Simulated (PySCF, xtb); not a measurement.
Si(H)(Cl)(OH)(NH2) (ClH4NOSi), SMILES N[SiH](O)Cl.

xtb 6.7.1 with GFN2-xTB at its own geometry gives an orbital gap of 6.61 eV and a dipole moment of 2.10 D.

Geometry: PBE0-D3(BJ)/def2-SVP. The values are those of a single conformer.

**Question.** What does B3LYP/def2-TZVP (PySCF) give? (The exact figures need the calculation; the answer reports its results.)

**Answer.** gap 8.18 eV (levels -7.72 and 0.46 eV), dipole 0.97 D.
